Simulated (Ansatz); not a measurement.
Cost and result for the atomization energy of `C[NH][Al]([F])[F]` (9 atoms, 8 bonds).

Cartesian coordinates in Å:
```
C 0.9436 -0.1690 -0.8641
N 0.3204 0.3139 0.3532
Al -1.3205 0.0557 0.8943
F -1.8454 0.6889 2.3142
F -2.3644 -0.8274 -0.0136
H 1.8001 -0.8203 -0.6578
H 1.2899 0.6511 -1.5027
H 0.2257 -0.7515 -1.4447
H 0.9506 0.8586 0.9213
```

The species carries charge 0 and has multiplicity 1. Geometry: relaxed with PBE0-D4/def2-TZVP. It is one conformer, not always the lowest. Program: Ansatz. Hardware: A = 2 threads of a server CPU on a shared host; B = 2 threads of an AMD EPYC 7R13 on a shared host and a share of an NVIDIA H100 80 GB. Times are those of one run each, without the atoms' runs, and a repeat can differ threefold. Electronic energies, without spin–orbit coupling; frozen cores. CCSD(T)/CBS extrapolates def2-TZVPP and def2-QZVPP, and its time is that of the two runs behind it. T1 = 0.012. HSE06 is the plane-wave form, built on full-range PBE exchange.

CCSD(T)/CBS is a level of theory with its own doubt, some kJ/mol a heavy atom from the limit and from the frozen cores, so smaller differences don't rank the functionals.

```tsv
level	functions	wall time	atomization (kJ/mol)	difference from CCSD(T)/CBS	per bond
LDA (SPW92)/def2-TZVPP [A]	222	2.1 s	4026.9	468.2	58.5
PBE-D4/def2-TZVPP (with forces) [A]	222	4 s	3593.0	34.3	4.3
PBE0-D4/def2-TZVPP [A]	222	5 s	3512.4	-46.3	-5.8
HSE06-D4/def2-TZVPP [A]	222	5.5 s	3514.4	-44.3	-5.5
BHLYP-D4/def2-TZVPP [A]	222	5.5 s	3416.3	-142.4	-17.8
CAM-B3LYP-D4/def2-TZVPP [A]	222	7 s	3564.2	5.5	0.7
CCSD(T)/def2-TZVPP [B]	222	7.5 s	3452.0	-106.7	-13.3
CCSD(T)/def2-SVP [A]	94	8 s	3329.3	-229.4	-28.7
PBE-QIDH/def2-TZVPP [A]	222	8.5 s	3501.6	-57.1	-7.1
B97M-V/def2-TZVPP [A]	222	13 s	3536.7	-22.0	-2.7
ωB97M-V/def2-TZVPP (with forces) [A]	222	17 s	3546.2	-12.5	-1.6
CCSD(T)/def2-QZVPP [B]	418	18 s	3517.4	-41.3	-5.2
CCSD(T)/CBS(def2)	–	26 s	3558.7	0.0	0.0
```

In def2-TZVPP, CCSD(T) changes the Hartree–Fock value by +873.2 kJ/mol (the triples alone add +49.9 kJ/mol) and MP2 by +971.4 kJ/mol; breaking electron pairs costs correlation energy, which Hartree–Fock lacks. From r2SCAN to r2SCAN0 (25 % exact exchange), in def2-TZVPP and without D4, the atomization energy moves by −72.2 kJ/mol: exact exchange takes away binding that semilocal exchange gives to molecules. At CCSD(T), def2-SVP lies −229.4 kJ/mol from the extrapolated value and def2-TZVPP −106.7 kJ/mol: correlation converges slowly with the basis, and small sets miss more of it in the bonded molecule than in its fragments.
